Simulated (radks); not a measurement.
Valence configurations of neutral manganese (all share [Ar]). Method: scalar-relativistic Kohn-Sham, LDA (Slater exchange, Perdew-Wang correlation), spin-polarised, spherical densities, finite nucleus; open shells are filled with parallel spins first; Fermi nuclear charge, rms radius 3.7057 fm; computed with a radial shooting solver on a logarithmic mesh with Libxc functionals. Energies are relative to 3d5 4s2; eigenvalues in eV for spin up.

valence          E (eV)  moment (Bohr magnetons)    e(3d)   e(4p)   e(4s)
3d5 4s2           0.000                        5   -8.312       -  -5.692
3d6 4s1           1.260                        5   -4.608       -  -4.836
3d5 4s1 4p1       2.413                        7   -9.629  -2.599  -6.847
3d4.5 4s2 4p0.5   3.895                        5  -11.352  -2.385  -6.785
3d5 4s0.5 4p1.5   4.560                        7  -10.313  -2.916  -7.255
3d7               4.786                        3   -2.746       -       -
3d4.5 4s1.5 4p1   5.355                        6  -12.004  -2.840  -7.358
3d5 4p2           6.751                        7  -10.963  -3.207       -
3d4 4s2 4p1       9.006                        5  -14.557  -3.047  -7.824
3d3 4s2 4p2      23.269                        5  -21.410  -4.292  -9.793

NIST lists [Ar] 3d5 4s2 as the ground configuration; this level of theory agrees among the configurations tried. The energies are those of spherical high-spin densities, not of single terms.
